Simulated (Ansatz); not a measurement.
Input file for Ansatz (a quantum-chemistry and plane-wave program): R-CCSD(T)/cc-pVDZ on AsBF2H2 (SMILES FB(F)[AsH2]), a point of a torsion scan. The run froze 17 orbitals, filled d shells among them.

Ansatz 0.2 input:
```yaml
crystal:
  periodic: [false, false, false]
  atoms:
    - {symbol: F, position_ang: [-1.73084128, -1.03662463, 0.35619287]}
    - {symbol: B, position_ang: [-0.85096189, -0.10042062, 0.05547850]}
    - {symbol: F, position_ang: [-1.37355874, 0.90690031, -0.61454294]}
    - {symbol: As, position_ang: [1.07403675, -0.17759446, 0.67642216]}
    - {symbol: H, position_ang: [1.48108122, -0.93203010, -0.55639228]}
    - {symbol: H, position_ang: [1.42549819, 1.10241232, -0.02386492]}
basis:
  gaussian:
    orbitals: cc-pVDZ
magnetization: {spin_polarized: false}
correlation: {method: ccsd_t, electrons: outside_noble_gas}
scf: {lower_state_search: off}
```

Output:

```
WARN ansatz: RAYON_NUM_THREADS=1 ignored (pool sized by the plan → 1); use --threads N
Functional definition: HF
these checks for a lower state are left out or cut short: stability, starts, cluster_reference, orbital_swaps, neighbouring_geometries, increment
integrals: 0.07 GiB planned
802 factors; integrals over basis functions are off by at most 8.6e-4 eV
mean field: 0.23 GiB planned
mean field evaluation 1: about -66910.9949 eV, gradient 3.1e1 eV
mean field evaluation 2: about -66911.0603 eV, gradient 3.1e1 eV
mean field evaluation 4: about -66913.1918 eV, gradient 2.3e0 eV
mean field evaluation 8: about -66913.2267 eV, gradient 1.2e-1 eV
mean field -66913.22683851 eV, -2459.0157309010 hartree, gradient 7.0e-6 eV, S^2 0.000000; 0 other end points of the search recorded, 0 dependent functions left out
17 core orbitals not correlated
reference -66913.22683851 eV, -2459.0157309010 hartree; 12, 12 occupied and 50, 50 virtual orbitals, 802 factors
second order -15.34309911 eV of doubles, -0.00000000 eV of singles
coupled cluster: 0.17 GiB planned
cycle   1  -15.63044539 eV  change   -2.9e-1 eV  update   9.8e-2
cycle   2  -16.01723960 eV  change   -3.9e-1 eV  update   2.9e-2
cycle   3  -16.11651717 eV  change   -9.9e-2 eV  update   1.6e-2
cycle   4  -16.10937602 eV  change    7.1e-3 eV  update   3.6e-3
cycle   5  -16.10752195 eV  change    1.9e-3 eV  update   1.3e-3
cycle   6  -16.10766464 eV  change   -1.4e-4 eV  update   3.6e-4
cycle   7  -16.10748759 eV  change    1.8e-4 eV  update   1.1e-4
cycle   8  -16.10744059 eV  change    4.7e-5 eV  update   4.3e-5
cycle   9  -16.10746704 eV  change   -2.6e-5 eV  update   1.6e-5
perturbative correction -0.35175892 eV, -0.0129269019 hartree
Total energy: -66929.68606447 eV, -2459.6205962986 hartree
Checks for a lower state left out: stability, starts, cluster_reference, orbital_swaps, neighbouring_geometries, increment
```

Self-consistency was reached.

Cost: about 3 core-seconds (a rough figure).
